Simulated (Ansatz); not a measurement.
C$_{2}$H$_{5}$FGeO (`[F][GeH]1[CH2]C[O]1`). Total charge 0; spin multiplicity 1. The structure was optimised at the PBE0-D4/def2-TZVP level.

```xyz
10

F    -2.497   -0.621    0.274
Ge   -1.200    0.377   -0.307
C     0.402    0.325    0.798
C     0.983   -0.531   -0.348
O    -0.072   -0.563   -1.330
H    -1.902    1.563   -0.976
H     0.903    1.279    0.957
H     0.283   -0.193    1.748
H     1.220   -1.550   -0.027
H     1.880   -0.087   -0.790
```

**Question.** What is the dipole moment at B3LYP/def2-TZVPP? (An estimate is asked.)

**Answer.** Ansatz gave: 3.02 D, with components (1.73, 2.12, 1.27) D in this frame, pointing from negative to positive charge.

**Question.** And with PBE, r2SCAN, ωB97M-V? (Best estimate.)

**Answer.** The calculation gave: PBE 2.84 D, r2SCAN 2.93 D, ωB97M-V 3.00 D.

**Question.** Give the Mulliken charges with B3LYP, ωB97M-V, PBE in def2-TZVPP. (Best estimate.)

**Answer.** The calculation gave: 
```
atom  B3LYP  ωB97M-V    PBE
  F1  -0.38    -0.37  -0.33
 Ge2   0.72     0.70   0.63
  C3  -0.36    -0.42  -0.33
  C4   0.09     0.06   0.06
  O5  -0.44    -0.43  -0.37
  H6  -0.01     0.01  -0.02
  H7   0.12     0.14   0.11
  H8   0.12     0.14   0.11
  H9   0.07     0.09   0.07
 H10   0.07     0.09   0.07
```

B3LYP here is the variant with VWN-RPA as its local correlation; programs differ in this.
